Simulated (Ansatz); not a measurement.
Cost and result for the atomization energy of BBr2H, SMILES `BrBBr` (4 atoms, 3 bonds).

```xyz
4

Br   -1.610    0.813    0.207
B    -0.008   -0.163   -0.032
Br    1.683    0.675    0.086
H    -0.065   -1.325   -0.261
```

Charge 0, multiplicity 1. Correlated methods include outer-core shells of Br, which these sets cover unevenly. Scalar relativity is left out up to krypton. Geometry: relaxed with PBE0-D4/def2-TZVP. Program: Ansatz. All runs use 4 threads of an Arm Neoverse V1 on a shared host. Times are those of one run each, without the atoms' runs, and a repeat can differ threefold. Electronic energies, without spin–orbit coupling; frozen cores. CCSD(T)/CBS adds CCSD(T) − MP2 in def2-TZVPP to the MP2 limit, and its time is that of the two runs behind it. T1 = 0.010. With those shells the extrapolation isn't a true limit. B3LYP takes the VWN-RPA correlation (the form of Gaussian; ORCA's B3LYP/G).

CCSD(T)/CBS is a level of theory with its own doubt, some kJ/mol a heavy atom from the limit and from the frozen cores, so smaller differences don't rank the functionals.

```csv
level,functions,wall time,atomization (kcal/mol),difference from CCSD(T)/CBS,per bond
BLYP-D4/def2-TZVPP,141,0.85 s,279.8,-5.1,-1.7
PBE0-D4/def2-TZVPP,141,1.1 s,287.2,2.3,0.8
BHLYP-D4/def2-TZVPP,141,1.4 s,274.0,-10.9,-3.6
B3LYP-D4/def2-TZVPP (with forces),141,1.6 s,280.7,-4.2,-1.4
CCSD(T)/def2-SVP,83,1.8 s,269.0,-15.9,-5.3
B2PLYP/def2-TZVPP,141,2 s,279.9,-5.0,-1.7
PBE-QIDH/def2-TZVPP,141,2 s,286.6,1.7,0.6
ωB97X-V/def2-TZVPP,141,3.5 s,282.2,-2.7,-0.9
B97M-V/def2-TZVPP,141,3.9 s,284.8,-0.1,0.0
ωB97M-V/def2-TZVPP (with forces),141,5 s,282.0,-2.9,-1.0
MP2/def2-QZVPP,265,6 s,292.7,7.8,2.6
CCSD(T)/def2-TZVPP,141,17 s,276.0,-8.9,-3.0
CCSD(T)/CBS(def2),–,23 s,284.9,0.0,0.0
```

From PBE to PBE0 (25 % exact exchange), in def2-TZVPP and without D4, the atomization energy moves by −4.3 kcal/mol: exact exchange takes away binding that semilocal exchange gives to molecules. The D4 term adds +3.7 kcal/mol with B3LYP and +1.9 kcal/mol with PBE0; it sums over pairs of atoms, weighted by their polarisabilities, and B3LYP, whose exchange is more repulsive, gets the larger term. In def2-TZVPP, CCSD(T) changes the Hartree–Fock value by +61.6 kcal/mol (the triples alone add +6.1 kcal/mol) and MP2 by +73.4 kcal/mol; breaking electron pairs costs correlation energy, which Hartree–Fock lacks.
